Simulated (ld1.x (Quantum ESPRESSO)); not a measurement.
# Before and after: TM potential for nitrogen (N)

- Element: N (Z = 7)
- Generator: ld1.x (Quantum ESPRESSO) 7.5
- Type: norm-conserving Troullier–Martins (Kleinman–Bylander form)
- Functional: PBE
- Relativity: non-relativistic
- Frozen core: [He]
- Valence charge: 5
- Reference configuration: 2s2 2p3
- Partial waves: 2s (bound): rc 0.65 bohr; 2p (bound): rc 1.20 bohr
- Local potential: the p channel
- Core correction: none

Change: all radii scaled by about 1.30 (s 0.84, p 1.56 bohr).

Cutoffs: the cutoffs (Ry, on a coarse ladder) from which the occupation-weighted sum of valence levels, in a spherical-Bessel basis at the reference potential, stays within 10 and 1 mRy of its value at 400 Ry; they do not see the model core or the augmentation charge, which bear on the density cutoff. Errors are all-electron minus pseudo energies relative to the spin-unpolarised reference configuration.

Predict the effect on cutoff, ghosts and configuration errors.

Of the 7 tests that both files solve, the error grows in 4 and shrinks in 3 by more than 15 % and 0.3 meV (median size 87.8 → 17.7 meV); neither file shows a bound ghost.

| quantity | base | changed |
| --- | --- | --- |
| cutoff, loose | 160 Ry | 55 Ry |
| cutoff, tight | over 300 Ry | 140 Ry |
| loose cutoff by channel (10 mRy a level) | s 140 Ry, p 60 Ry | s 45 Ry, p 40 Ry |
| bound ghosts | none | none |
| error for 2s2 2p2, meV [ΔE 13.60 eV] | +7.8 | +3.7 |
| error for 2s2 2p1, meV [ΔE 42.46 eV] | +88 | +115 |
| error for 2s2 2p0, meV [ΔE 89.54 eV] | +481 | +696 |
| error for 2s1 2p0, meV [ΔE 167.31 eV] | +790 | +1260 |
| error for 2s2 2p2.5, meV [ΔE 5.10 eV] | +1.0 | -0.6 |
| error for 2s0 2p5, meV [ΔE 22.98 eV] | +112 | +18 |
| error for 2s2 2p3.3, meV [ΔE -1.62 eV] | +0.1 | -0.5 |
